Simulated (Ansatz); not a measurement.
CH$_{5}$AlOSe, SMILES `[CH3][Al]([OH])[SeH]` at its PBE0-D4/def2-TZVP geometry, where that method's forces vanish. The species carries charge 0 and has multiplicity 1.

```xyz
9

C    -0.4810   -1.0480   -1.1654
Al    0.1071    0.1560    0.2319
O     0.6260   -0.4779    1.7150
Se    0.0824    2.4575   -0.1273
H    -1.5725   -1.1255   -1.1722
H    -0.1759   -0.6988   -2.1550
H    -0.0789   -2.0523   -1.0127
H     0.9190    0.0440    2.4591
H     0.5738    2.7450    1.2266
```

(1) What forces (eV/Å) does PBE-D4/def2-TZVPP give on these atoms in Ansatz 0.2.0? (Estimate.)

Results:

(1) Computed: 
```
C1   0.017  0.024  0.042
Al2 -0.067  0.117 -0.202
O3  -0.014 -0.438  0.011
Se4 -0.095  0.156 -0.291
H5  -0.200 -0.019 -0.004
H6   0.057  0.063 -0.182
H7   0.073 -0.190  0.021
H8   0.143  0.248  0.365
H9   0.086  0.040  0.240
```
